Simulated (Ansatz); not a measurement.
**1,2-elimination**

Start structure (CH₆InN, singlet), relaxed at PBE0-D4/def2-TZVP:

```csv
atom,x (Å),y (Å),z (Å)
In1,-0.4085,-0.6872,-0.2720
H2,-1.1342,-2.1824,-0.7034
N3,-1.1317,0.9034,-1.2735
H4,-1.8557,0.8566,-1.9707
C5,1.1324,-0.2409,1.1503
H6,-0.8173,1.8501,-1.1407
H7,1.3523,0.8270,1.1497
H8,0.8190,-0.5367,2.1531
H9,2.0436,-0.7900,0.9071
```

The step: CH₆InN ([CH3][InH][NH2]) → CH₄InN ([CH3][In][NH]) + H₂; bonds formed: H2–H4; bonds broken: In1–H2, N3–H4. Program: Ansatz 0.2.0. Basis: def2-TZVPP and def2-QZVPP. Cores are frozen in the correlated methods. Filled d shells of the heavier atoms are correlated. Core potentials replace the inner electrons of the atoms past krypton. The def2 sets are not built for correlating such inner shells, so the correlated values are less sure here. Extrapolation: Hartree–Fock as exp(−7.88 √X), correlation as X^−2.97. Energies below are by CCSD(T) at an estimated basis limit (MP2 extrapolated from triple and quadruple zeta, plus CCSD(T) − MP2 in triple zeta).

(1) What are the electronic barrier and the energy of the step, from the start structure to the end structure? (To be estimated.)

T1 diagnostic: at most 0.025. The restricted Hartree–Fock reference is unstable towards an unrestricted one at one or more of these structures.

## Answers

(1) Computed: Barrier 2.991 eV; step energy 2.185 eV (uphill); reverse barrier, their difference, 0.806 eV. Barrier and step energy count from the start structure, the reverse barrier from the end structure.

The saddle point: One imaginary mode of 1454i cm⁻¹.
| pair | start (Å) | saddle (Å) | end (Å) |
| --- | --- | --- | --- |
| H2–H4 | 3.37 | 0.96 | 0.75 |
| In1–H2 | 1.72 | 2.21 | 3.13 |
| N3–H4 | 1.01 | 1.41 | 2.61 |

Zero-point energy (harmonic, PBE0-D4): ZPE is 1.795 eV at the start and 1.633 eV at the saddle, so the barrier goes from 2.991 to 2.829 eV.

Labels in which every atom is bracketed show which atoms are joined, not bond orders.

For scale, one of the runs: CCSD(T)/def2-TZVPP, 196 basis functions, launched by `ansatz run in.yaml --threads 4 --pin off --events-out ev --progress --plain --max-ram 9574MiB`. Hardware: 4 CPU threads of an Arm Neoverse V1, shared host. Wall time 59 s; peak host memory 2.6 GiB.
